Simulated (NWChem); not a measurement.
C2H2Cl, doublet; SMILES ClC=[CH]

All runs: NWChem. Pople sets run with spherical d functions. Spin-unrestricted. In the optimisation the excess spin sits in a' (Cs, its own frame). All runs use the structure optimised with PBE0/def2-SVP, spin-unrestricted. No stability test was run on the SCF state. Level: PBE/6-31G* with SMD (1 M gas to 1 M solution), gas-phase geometry. Reactions with the solvent are ignored.

Task: Predict the results for solvent toluene. Quantities: solvation free energy (kcal/mol); cavity-dispersion-structure term (kcal/mol); dipole in solution (D).

Result: 
| Property | Value |
|---|---|
| solvation free energy (kcal/mol) | -1.9 |
| cavity-dispersion-structure term (kcal/mol) | -0.3 |
| dipole in solution (D) | 1.17 |
